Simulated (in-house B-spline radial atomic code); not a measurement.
## RPA and G0W0 on wB97X: the neon ion Ne³⁺

Configuration [He] 2s2 2p3, highest spin, mean-field start wB97X. Computed with a B-spline radial code for spherical atoms: all electrons, non-relativistic, point nucleus, each spin shell either full or empty, empty states to l = 9 with an (l + 1/2)⁻⁴ tail; G0W0 by contour deformation at full frequency.

Command:
```bash
python run_gw.py task.json out
```
Settings (radii: box in bohr, nucleus in fm):
```
Z                        10
electrons                7
configuration            [He] 2s2 2p3
hamiltonian              nr
method                   wb97x
lmax                     9
spin_polarised           True
box_radius               14.14
intervals                46
```

Cost of the run: 0.8 s on 1 thread of Intel(R) Xeon(R) 6975P-C (shared host).

Energies (hartree):

```tsv
term	value
mean-field total	-124.32710
Hartree-Fock functional on these orbitals	-124.10742
direct second order	-0.37863
second-order exchange	0.17539
SOSEX correction	0.16003
```

(1) What is the RPA correlation energy, and what remains with SOSEX?

Quasi-particle levels (eV):

```
  level  occupied  mean field  Σx - vxc     Σc  QP weight     G0W0
  2p up       yes      -89.66     -8.79      ?          ?        ?
2s down       yes     -103.22     -3.56  -2.14      0.966  -108.92
2p down        no      -68.47      9.01  -3.77      0.969   -63.23
```

G0W0 = mean field + (Σx - vxc) + Σc, with Σc (partial-wave tail included) taken at the quasi-particle energy. Levels of low weight are left out.

(2) Where does G0W0 put 2p up?

## Answers

(1) RPA gives -0.3401 hartree (-1.32 eV per electron); RPA + SOSEX gives -0.18007, and the second-order doubles -0.20324 hartree (no singles). SOSEX takes back 47 % of the RPA value.

(2) At -97.27 eV, with Σc = 1.19 eV and a quasi-particle weight of 0.962. The tabulated removal energy is 97.190 ± 0.0025 eV (NIST, semi-empirical).
